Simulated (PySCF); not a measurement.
## Interval between two levels of Xe by level of theory

Xe [Xe] → Xe [Kr] 4d10 5s2 5p5 6s1 [3P2, M_J = 2], as a difference of total energies. Calculation: PySCF 2.14, in x2c-SVPall-2c with one added diffuse shell each of s, p type (7s9p4d, 54 functions); the two-component X2C-1e Hamiltonian. Correlated levels: [Ar] 3d10 frozen; the 6 highest virtual spinors dropped. "Screened" scales the spin-orbit matrix elements by Boettger's factors to mimic the two-electron term; Breit and QED terms are absent.

| method | interval between two levels (cm⁻¹) |
| --- | --- |
| GHF (spin-free) | 70908 |
| GMP2 (spin-free) | 72748 |
| GHF (screened spin-orbit) | 67500 |
| GMP2 (screened spin-orbit) | 69474 |

The labels give the starting determinants; with spin-orbit coupling the two ends relaxed to ⟨J²⟩ = 0.00, ⟨L²⟩ = 0.03, ⟨S²⟩ = 0.03 and ⟨J²⟩ = 6.01, ⟨L²⟩ = 2.03, ⟨S²⟩ = 2.03.

The promoted electron is Rydberg-like, and one or two diffuse shells describe it only roughly, which tends to raise the upper state.
